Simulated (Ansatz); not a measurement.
The pair A = HF (SMILES F) (first 2 atoms), B = H2 (SMILES [H][H]); geometry from B3LYP-D3(BJ)/def2-TZVP.
(charge 0, multiplicity 1):
```tsv
atom	x (Å)	y (Å)	z (Å)
F	0.0691	0.0916	-0.1267
H	0.1090	0.0822	0.7990
H	0.5677	0.0801	2.7175
H	-0.1769	0.0417	2.7504
```

Frozen-core correlation.

Run with Ansatz (Gaussian orbitals). Each number belongs to the level named beside it.

The counterpoise-corrected interaction energy is E(AB) − E(A in the pair's basis) − E(B in the pair's basis). Total energies (hartree):

```csv
level,AB,A in the pair's basis,B in the pair's basis
HF/aug-cc-pVTZ,-101.1939763,-100.0605972,-1.1329710
CCSD(T)/aug-cc-pVTZ,-101.5240439,-100.3497927,-1.1726740
HF/aug-cc-pVQZ,-101.2018473,-100.0680270,-1.1334025
CCSD(T)/aug-cc-pVQZ,-101.5529640,-100.3774337,-1.1738690
```

Problem. Work out the counterpoise-corrected interaction energy at the basis-set limit: extrapolate the CCSD(T) correlation part as X⁻³, take Hartree–Fock from the larger set.

Solution. 
1. Differences (1 hartree = 627.509 kcal/mol): HF/aug-cc-pVTZ -0.256; CCSD(T)/aug-cc-pVTZ -0.990; HF/aug-cc-pVQZ -0.262; CCSD(T)/aug-cc-pVQZ -1.043.
2. Correlation parts, CCSD(T) less HF: -0.734 in aug-cc-pVTZ (X = 3), -0.780 in aug-cc-pVQZ (X = 4).
3. Limit (4³·(-0.780) − 3³·(-0.734))/(4³ − 3³) = -0.814; with HF/aug-cc-pVQZ it gives -1.077.
Result: -1.08 kcal/mol, against -0.99 at CCSD(T)/aug-cc-pVTZ. It is an estimate of this method's limit, not of the exact value.

Ansatz is a program for electronic structure.
